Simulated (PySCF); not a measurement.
# Structure from NMR data

The spectra below were simulated for a compound C10H12O2.

¹H NMR (600 MHz, computed): δ 8.21 (m, 2H), 7.47 (m, 1H), 7.44 (m, 2H), 4.19 (t, J = 8.1 Hz, 2H), 1.76 (sext, J = 8.3 Hz, 2H), 0.96 (t, J = 8.5 Hz, 3H).

¹³C{¹H} NMR (computed): δ 166.1 (C), 135.7 (CH), 133.1 (CH, 2C), 132.5 (C), 131.4 (CH, 2C), 69.5 (CH2), 25.2 (CH2), 11.2 (CH3).

Calculated, not measured (PySCF 2.14): σ from GIAO-PBE/pcSseg-1, structure optimised with PBE0-D3(BJ)/def2-SVP, J: B3LYP/pcJ-1 (without the spin–dipole term). Equivalent nuclei averaged, non-relativistic, isolated molecule, single conformer.

δ = σ(ref) − σ, references computed at the same level: TMS for ¹H and ¹³C.

Problem. What is the structure?

Solution. 
1. The formula gives 5 degrees of unsaturation (1 ring in the answer).
2. 8 carbon signals for 10 carbons: some carbons are equivalent by symmetry or fast rotation.
3. Carbon types of the structure: 2 × C, 5 × CH, 2 × CH2, 1 × CH3, which accounts for all hydrogens.
4. δC 166.1: ester carbonyl carbon; it is a carbonyl in resonance with an O or N lone pair, the region of acids, esters and amides.
5. δC 135.7, 133.1, 131.4: aromatic CH; the aromatic region.
6. δC 132.5: substituted aromatic carbon.
7. δC 69.5: sp3 CH2 bonded to O; deshielded by the electronegative neighbour.
8. δC 25.2: sp3 CH2; aliphatic region, no heteroatom directly attached.
9. δC 11.2: methyl carbon; a saturated carbon with 1 carbon neighbour and no heteroatom attached.
10. δH 8.21, 7.47, 7.44: hydrogen on an aromatic CH.
11. The protons at 0.96 and 1.76 share a coupling of 8.5 Hz (vicinal).
12. The protons at 1.76 and 4.19 share a coupling of 8.1 Hz (vicinal).

Structure: `CCCOC(=O)c1ccccc1`.

The data come from this structure; uniqueness wasn't tested.

Splittings below 1 Hz are ignored in the labels, and close J values are merged. Couplings among chemically equivalent protons are left out too, so labels in AA′BB′ or AA′XX′ sets are apparent multiplicities. Unscaled 3J(H,H) at this level run about 10 % above measured values. Shifts are as computed. Against solution values, carbons near 30 ppm lie about +2 ppm off and those near 130 ppm about +2 ppm (rms about the fit 1.8 ppm; single classes can miss by 10 ppm). Of 1328 compounds with measured shifts, 309 miss one by over three times the rms of a fit or turn the order of signals round; such compounds aren't used in these exercises. Signals without a measured value on file couldn't be tested in this way. Chain 3J(H,H) values assume equally populated staggered rotamers: (2 J gauche + J anti)/3.
